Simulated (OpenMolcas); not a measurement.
An OpenMolcas run meant for Se (ANO-RCC-VQZP, DKH3; inactive shells 1s 2s 2p 3s 3p 3d; intended active space 6 electrons in 8 orbitals (4s 4p 5s 5p)). One step of its input:

```
&CASPT2
Multistate=3 1 2 3
Frozen=3 6
IPEA=0.25
Imaginary=0.1
MaxIter=60
WThr=0.0 0.3 0.05
PrWF=0.5
NoMix
Deleted=16 14
```

The run finished. Its levels beside those of a sound run (SS-CASPT2, IPEA 0.25 Eh, imaginary shift 0.1 Eh (closed shells correlated: 3d)), in eV above each run's lowest level:

```tsv
Level	This run	Usual run
4s² 4p⁴ ³P₂	0.0000	0.0000
4s² 4p⁴ ³P₁	0.2200	0.2218
4s² 4p⁴ ³P₀	0.2861	0.2884
4s² 4p⁴ ¹D₂	1.3516	1.2212
4s² 4p⁴ ¹S₀	2.7611	2.7963
```

Question: Which setting is unsound, and how much does it matter here?

Answer: Nearly half of the orbitals are deleted from the virtual space, which removes much of the correlation energy. Against the sound run the excited levels shown move by 340 cm-1 on average and by 1100 cm-1 at most.

CASPT2 does not keep the components of a term degenerate, so their means are used; among the terms shown or strongly mixed into the levels shown the widest spread is 550 cm-1 (4s² 4p⁴ ¹D, this run). Active for correlation alone: 5p 5s; no level in the range computed is led by a configuration that fills them, so any true level of that kind is missing. Levels of configurations outside the active space are missing.
